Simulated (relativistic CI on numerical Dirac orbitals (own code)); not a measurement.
One change at a time: Yb²⁸⁺

Base calculation: Dirac-Coulomb-Breit CI, separate exchange-only KLI orbitals for each configuration, a model potential for QED, unscaled Slater integrals.

Configurations in the expansion (outside the closed core [Ar] 3d10): 4s2 4p6 4d6, 4s2 4p5 4d7, 4s2 4p6 4d5 4f, 4s2 4p4 4d8, 4s 4p6 4d7, 4p6 4d8, 4s 4p6 4d6 4f, 4s2 4p6 4d5 5s, 4s 4p5 4d8, 4s2 4p6 4d5 5d, 4s2 4p6 4d4 5s2, 4s2 4p4 4d7 5s, 4s2 4p6 4d5 6s, 4s 4p6 4d6 5s, 4p6 4d7 5s, 4s 4p6 4d5 5s2. Levels of other configurations are missing.

The lowest level and the first level of each name with at least 55 % of one term (blank where a level has no safe partner in the second run):

| Level | Base (cm⁻¹) | Shift (cm⁻¹) |
| --- | --- | --- |
| 4s2 4p6 4d6 5D_4 | 0 | 0 |
| 4s2 4p6 4d6 5D_3 | 78471 | +1978 |
| 4s2 4p6 4d6 5D_1 | 90001 | +1721 |
| 4s2 4p6 4d6 3G_5 | 116719 | +2473 |
| 4s2 4p6 4d6 3H_6 | 119427 | +2910 |
| 4s2 4p6 4d6 3H_5 | 215857 | +4776 |
| 4s2 4p6 4d6 1I_6 | 230697 | +5199 |
| 4s2 4p6 4d6 3P_1 | 241328 |  |
| 4s2 4p6 4d6 1G_4 | 250846 | +4481 |
| 4s2 4p6 4d6 1S_0 | 374702 | +5040 |
| 4s2 4p5 4d7 5G°_6 | 1226591 | +5934 |
| 4s2 4p5 4d7 3D°_3 | 1250284 | +5103 |
| 4s2 4p5 4d7 5G°_5 | 1325025 | +7712 |
| 4s2 4p5 4d7 3H°_6 | 1348881 | +7968 |

At this charge energies of transitions that change n are usually good to better than 1 %, and those within a shell (Δn = 0) to a few per cent. Terms inside the open d or f shell come out 10 to 20 % too wide with unscaled integrals.

Q: One thing was changed in a second run, which moved the levels as shown. Which?
A. configuration mixing switched off
B. non-relativistic limit
C. Breit term removed
D. QED terms removed

A: C. Breit term removed. The Breit term mainly narrows fine-structure intervals, so removing it widens them.

LS names give the leading component of a level, which can be under half, so a name can repeat, a term be missing and a line seem to break the LS rules.
